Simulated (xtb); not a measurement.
xtb input (GFN1-xTB):

```bash
xtb mol.xyz --gfn 1 --sp --chrg -1 --uhf 0
```
mol.xyz:
```
5

Si    -1.58994542     0.17812781    -0.03070299
Ge     0.64894443    -0.03240287     0.01452424
H     -1.76202340    -1.34954123    -0.11051380
H      1.60346683    -1.27846952    -0.02336670
H      1.65157078     1.17111330     0.09894678
```

Output:

```
           -------------------------------------------------
          |                Calculation Setup                |
           -------------------------------------------------

           -------------------------------------------------
          |                 G F N 1 - x T B                 |
           -------------------------------------------------

        Reference                      10.1021/acs.jctc.7b00118
      * Hamiltonian:
        H0-scaling (s, p, d)           1.850000    2.250000    2.000000
        zeta-weighting                 0.000000
      * Dispersion:
        s8                             2.400000
        a1                             0.630000
        a2                             5.000000
        s9                             0.000000
      * Repulsion:
        kExp                           1.500000
        rExp                           1.000000
      * Coulomb:
        alpha                          2.000000
        third order                    atomic
        anisotropic                    false
      * Halogen bond correction:
        rad-scale                      1.300000
        damping                        0.440000

          ...................................................
          :                      SETUP                      :
          :.................................................:
          :  # basis functions                  26          :
          :  # atomic orbitals                  24          :
          :  # shells                           12          :
          :  # electrons                        12          :
          :  # halogen bonds                     0          :
          :  max. iterations                   250          :
          :  Hamiltonian                  GFN1-xTB          :
          :  restarted?                      false          :
          :  GBSA solvation                  false          :
          :  PC potential                    false          :
          :  electronic temp.          300.0000000     K    :
          :  accuracy                    1.0000000          :
          :  -> integral cutoff          0.2500000E+02      :
          :  -> integral neglect         0.1000000E-07      :
          :  -> SCF convergence          0.1000000E-05 Eh   :
          :  -> wf. convergence          0.2000000E-04 e    :
          :  Broyden damping             0.4000000          :
          :  net charge                         -1          :
          :  unpaired electrons                  0          :
          ...................................................

 iter      E             dE          RMSdq      gap      omega  full diag
   1     -5.0886803 -0.508868E+01  0.803E+00    2.18       0.0  T
   2     -5.2911461 -0.202466E+00  0.376E+00    1.81       1.0  T
   3     -5.3229667 -0.318206E-01  0.246E+00    1.98       1.0  T
   4     -5.3612897 -0.383229E-01  0.269E+00    2.13       1.0  T
   5     -5.3320980  0.291916E-01  0.139E+00    1.91       1.0  T
   6     -5.3263099  0.578811E-02  0.480E-01    1.87       1.0  T
   7     -5.3257759  0.533991E-03  0.195E-01    1.87       1.0  T
   8     -5.3257372  0.387471E-04  0.753E-02    1.87       1.0  T
   9     -5.3257262  0.109866E-04  0.592E-02    1.87       1.0  T
  10     -5.3257159  0.103472E-04  0.267E-02    1.87       1.7  T
  11     -5.3257137  0.211545E-05  0.412E-03    1.87      10.9  T
  12     -5.3257137  0.385026E-07  0.146E-04    1.87     306.4  T
  13     -5.3257137  0.384484E-10  0.887E-06    1.87    5039.4  T

   *** convergence criteria satisfied after 13 iterations ***

         #    Occupation            Energy/Eh            Energy/eV
      -------------------------------------------------------------
         1        2.0000           -0.4604421             -12.5293
         2        2.0000           -0.4106030             -11.1731
         3        2.0000           -0.3260266              -8.8716
         4        2.0000           -0.3007085              -8.1827
         5        2.0000           -0.2610093              -7.1024
         6        2.0000           -0.2263470              -6.1592 (HOMO)
         7                         -0.1575849              -4.2881 (LUMO)
         8                         -0.1013058              -2.7567
         9                         -0.0324295              -0.8825
        10                         -0.0319502              -0.8694
        11                         -0.0267674              -0.7284
       ...                                ...                  ...
        24                          1.2784565              34.7886
      -------------------------------------------------------------
                  HL-Gap            0.0687621 Eh            1.8711 eV
             Fermi-level           -0.1919660 Eh           -5.2237 eV

 SCC (total)                   0 d,  0 h,  0 min,  0.003 sec
 SCC setup                      ...        0 min,  0.000 sec (  2.067%)
 Dispersion                     ...        0 min,  0.000 sec (  0.852%)
 classical contributions        ...        0 min,  0.000 sec (  0.378%)
 integral evaluation            ...        0 min,  0.001 sec ( 23.979%)
 iterations                     ...        0 min,  0.001 sec ( 38.596%)
 molecular gradient             ...        0 min,  0.001 sec ( 31.464%)
 printout                       ...        0 min,  0.000 sec (  2.450%)

         :::::::::::::::::::::::::::::::::::::::::::::::::::::
         ::                     SUMMARY                     ::
         :::::::::::::::::::::::::::::::::::::::::::::::::::::
         :: total energy              -5.297430727373 Eh    ::
         :: gradient norm              0.049512610727 Eh/a0 ::
         :: HOMO-LUMO gap              1.871112861805 eV    ::
         ::.................................................::
         :: SCC energy                -5.325713700923 Eh    ::
         :: -> electrostatic           0.060380076881 Eh    ::
         :: repulsion energy           0.029561227764 Eh    ::
         :: dispersion energy         -0.001278254214 Eh    ::
         :: halogen bond corr.         0.000000000000 Eh    ::
         :: add. restraining           0.000000000000 Eh    ::
         :: total charge              -1.000000000000 e     ::
         :::::::::::::::::::::::::::::::::::::::::::::::::::::

           -------------------------------------------------
          |                Property Printout                |
           -------------------------------------------------

    * Orbital Energies and Occupations

         #    Occupation            Energy/Eh            Energy/eV
      -------------------------------------------------------------
         1        2.0000           -0.4604421             -12.5293
         2        2.0000           -0.4106030             -11.1731
         3        2.0000           -0.3260266              -8.8716
         4        2.0000           -0.3007085              -8.1827
         5        2.0000           -0.2610093              -7.1024
         6        2.0000           -0.2263470              -6.1592 (HOMO)
         7                         -0.1575849              -4.2881 (LUMO)
         8                         -0.1013058              -2.7567
         9                         -0.0324295              -0.8825
        10                         -0.0319502              -0.8694
        11                         -0.0267674              -0.7284
        12                          0.0118180               0.3216
        13                          0.0585985               1.5945
        14                          0.0683992               1.8612
        15                          0.0759026               2.0654
        16                          0.0867678               2.3611
Note: The following floating-point exceptions are signalling: IEEE_DENORMAL
normal termination of xtb
        17                          0.0975746               2.6551
       ...                                ...                  ...
        24                          1.2784565              34.7886
      -------------------------------------------------------------
                  HL-Gap            0.0687621 Eh            1.8711 eV
             Fermi-level           -0.1919660 Eh           -5.2237 eV

  Mulliken/CM5 charges         n(s)   n(p)   n(d)
     1Si   -0.54347 -0.64338   1.645  2.701  0.198
     2Ge   -0.40272 -0.48497   1.380  2.626  0.397
     3H    -0.00238  0.07005   1.002  0.000  0.000
     4H    -0.02393  0.03075   1.024  0.000  0.000
     5H    -0.02750  0.02755   1.028  0.000  0.000

Wiberg/Mayer (AO) data.
largest (>0.10) Wiberg bond orders for each atom

 ---------------------------------------------------------------------------
     #   Z sym  total        # sym  WBO       # sym  WBO       # sym  WBO
 ---------------------------------------------------------------------------
     1  14 Si   3.351 --     2 Ge   2.321     3 H    0.922
     2  32 Ge   4.259 --     1 Si   2.321     5 H    0.935     4 H    0.923
     3   1 H    1.009 --     1 Si   0.922
     4   1 H    1.000 --     2 Ge   0.923
     5   1 H    0.999 --     2 Ge   0.935
 ---------------------------------------------------------------------------

Topologies differ in total number of bonds
Writing topology from bond orders to xtbtopo.mol

 dipole moment from electron density (au)
     X       Y       Z
   1.7642  -0.3264   0.0277  total (Debye):    4.561

           -------------------------------------------------
          | TOTAL ENERGY               -5.297430727373 Eh   |
          | GRADIENT NORM               0.049512610727 Eh/α |
          | HOMO-LUMO GAP               1.871112861805 eV   |
           -------------------------------------------------

------------------------------------------------------------------------
------------------------------------------------------------------------
 total:
 SCF:
```

It need not be the lowest isomer of its formula. Whether it binds its extra electron was not tested at this geometry.
